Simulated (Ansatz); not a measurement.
Geometry optimisation, Ansatz 0.2.0, RKS BLYP-D4/STO-3G.

The input (input.yaml):

```yaml
crystal:
  periodic: [false, false, false]
  atoms:
    - { symbol: Si, position_ang: [-1.20449, 0.115233, 1.190927] }
    - { symbol: C, position_ang: [1.084262, 0.209668, -1.015282] }
    - { symbol: C, position_ang: [0.287985, -0.075762, -2.331175] }
    - { symbol: "N", position_ang: [-0.984672, 1.770922, 1.123316] }
    - { symbol: H, position_ang: [0.56897, 0.951758, -0.398529] }
    - { symbol: H, position_ang: [-2.080036, -0.787132, 0.417152] }
    - { symbol: C, position_ang: [-0.064402, -0.789044, 2.381264] }
    - { symbol: H, position_ang: [2.098456, 0.590537, -1.248593] }
    - { symbol: H, position_ang: [1.200916, -0.722958, -0.425717] }
    - { symbol: H, position_ang: [0.186681, 0.848673, -2.934894] }
    - { symbol: H, position_ang: [-0.730354, -0.452435, -2.104232] }
    - { symbol: H, position_ang: [0.806508, -0.836896, -2.948515] }
    - { symbol: H, position_ang: [-1.704634, 2.118169, 0.37596] }
    - { symbol: H, position_ang: [0.248852, -1.771589, 1.982078] }
    - { symbol: H, position_ang: [-0.558438, -0.976761, 3.354121] }
    - { symbol: H, position_ang: [0.844395, -0.192282, 2.582019] }
basis:
  gaussian: { orbitals: STO-3G }
hamiltonian:
  xc: blyp
  dispersion: d4
relax:
  f_tol: 0.03
  max_steps: 50
output:
  orbitals: {}
```

Command:

```bash
$ ansatz run input.yaml --threads 1 --pin off --max-ram 2048MiB --backend cpu --events-out ev --progress --plain --runs-dir out
```

Question: Where does it end, and by what steps?

Answer: The forces met the threshold. The force dipped under the threshold on the way, but the program's further checks kept it going. Limits of this set-up: minimal basis. After 33 steps the energy has fallen by 0.200 eV; H6 moved furthest, 1.83 Å.

| step | energy less start (eV) | largest force component (eV/Å) | accepted |
| --- | --- | --- | --- |
| 0 | 0.0000 | 0.624 | yes |
| 2 | 0.0142 | 1.067 | no |
| 4 | -0.0743 | 0.406 | yes |
| 6 | -0.0898 | 0.232 | yes |
| 8 | -0.1128 | 0.558 | yes |
| 10 | -0.1420 | 0.310 | yes |
| 12 | -0.1503 | 0.603 | no |
| 14 | -0.1696 | 0.101 | yes |
| 16 | -0.1768 | 0.159 | yes |
| 18 | -0.1816 | 0.138 | yes |
| 20 | -0.1863 | 0.100 | yes |
| 22 | -0.1900 | 0.127 | yes |
| 24 | -0.1949 | 0.062 | yes |
| 26 | -0.1982 | 0.051 | yes |
| 28 | -0.1989 | 0.029 | yes |
| 30 | -0.1997 | 0.036 | yes |
| 32 | -0.2003 | 0.031 | yes |
| 33 | -0.2004 | 0.029 | yes |

```xyz
16
Properties=species:S:1:pos:R:3
Si -1.486 0.376 1.420
C 1.344 0.735 -1.282
C 0.611 -0.532 -1.831
N -0.646 1.684 0.811
H 0.718 1.222 -0.486
H -2.929 0.242 1.672
C -0.490 -1.139 1.912
H 1.522 1.463 -2.099
H 2.326 0.456 -0.849
H -0.372 -0.259 -2.268
H 0.431 -1.266 -1.018
H 1.208 -1.036 -2.620
H -1.406 2.431 0.590
H -0.847 -2.047 1.389
H -0.561 -1.337 2.999
H 0.576 -0.994 1.660
```

Whether the end is a true minimum wasn't checked by a vibrational analysis.

Time of the run: 110 s on 1 thread of Arm Neoverse V1, with other jobs on the host, peak memory 0.13 GiB.
